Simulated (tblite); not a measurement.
Species: C8H12OSi.
Atom-mapped SMILES: `[CH2:1]=[CH:2][CH2:3][C:4]1=[CH:5][C@@H:6]([CH:7]=[O:8])[SiH2:9][CH2:10]1` (hydrogens: H11, H12 on C1; H13 on C2; H14, H15 on C3; H16 on C5; H17 on C6; H18 on C7; H19, H20 on Si9; H21, H22 on C10)

Structure optimised with GFN2-xTB, isolated species.

What internal coordinates does the optimisation give?

```
   bond  length (pm)   order
  C1=C2        131.9  double
  C2–C3        150.0  single
  C3–C4        150.3  single
  C4=C5        132.5  double
  C5–C6        149.9  single
  C6–C7        147.8  single
  C7=O8        120.4  double
 C6–Si9        193.6  single
Si9–C10        190.7  single
 C4–C10        150.6  single
 C1–H11        107.8  single
 C1–H12        107.7  single
 C2–H13        108.2  single
 C3–H14        109.3  single
 C3–H15        109.3  single
 C5–H16        108.1  single
 C6–H17        109.3  single
 C7–H18        111.0  single
Si9–H19        146.3  single
Si9–H20        146.3  single
C10–H21        109.2  single
C10–H22        109.1  single
```

Orders are formal, as drawn. A selection of angles:
```
     angle  degrees
  C1–C2–C3    124.5
  C2–C3–C4    110.1
  C3–C4–C5    124.5
 C3–C4–C10    117.5
 C5–C4–C10    118.0
  C4–C5–C6    119.8
  C5–C6–C7    113.6
 C5–C6–Si9    104.0
 C7–C6–Si9    108.7
  C6–C7–O8    125.7
C6–Si9–C10     92.6
C4–C10–Si9    105.5
```

Torsions: C1–C2–C3–C4 116° (anticlinal); C2–C3–C4–C5 106° (anticlinal); C3–C4–C5–C6 -179° (antiperiplanar); C4–C5–C6–C7 -116° (anticlinal); C5–C6–C7–O8 -153° (antiperiplanar); C5–C6–Si9–C10 -2° (synperiplanar); C6–Si9–C10–C4 1° (synperiplanar); C3–C4–C10–Si9 177° (antiperiplanar).

The 5-membered ring C4–C5–C6–Si9–C10 has internal angles of 92.6° to 119.8° (sum 540°, against 540° for a flat polygon); it is planar, 0.01 Å rms from its mean plane, widest ring torsion 2°. Of the pairs four or more bonds apart, C2···H22 is among the closest relative to their van der Waals radii: 2.83 Å, 98 % of the sum of Bondi's values. The 2 C–Si bonds span 1.907 Å (Si9–C10, drawn single) to 1.936 Å (C6–Si9, drawn single), a spread of 0.029 Å. The C–C distances run from 1.319 Å (C1=C2, drawn double) to 1.506 Å (C4–C10, drawn single), a spread of 0.187 Å. Si9 (SiH2 silicon) has angles from 92.6° to 114.5°.

Point group: C1 (no symmetry element, even within 0.4 Å). Its GFN2-xTB frequencies are all real (lowest 25 cm⁻¹). One conformer, not necessarily the lowest. 3 starts were optimised and ended at 0.00, 0.73 and 1.42 kcal/mol (GFN2-xTB); the lowest of these is shown.

The run took 1.1 s wall on an Arm Neoverse V1 with one thread, on a shared host. These figures are those of the optimisation.

The numbers are calculated, not measured.
